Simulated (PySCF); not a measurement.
InH2, SMILES [InH2], multiplicity 2.

Coordinates come from a PBE-D3(BJ)/def2-TZVPD optimisation. The def2 effective core potentials stand for the cores of In; spin–orbit coupling is left out.

These are PySCF with PBE-D3(BJ)/def2-TZVPD values and carry that method's errors.

Frequencies are harmonic and unscaled.

| mode | ν (cm⁻¹) | IR (km/mol) | moving atoms (share of kinetic energy) |
|---|---|---|---|
| 1 | 581 | 117.7 | H 99 % |
| 2 | 1517 | 134.3 | H 100 % |
| 3 | 1598 | 448.1 | H 99 % |
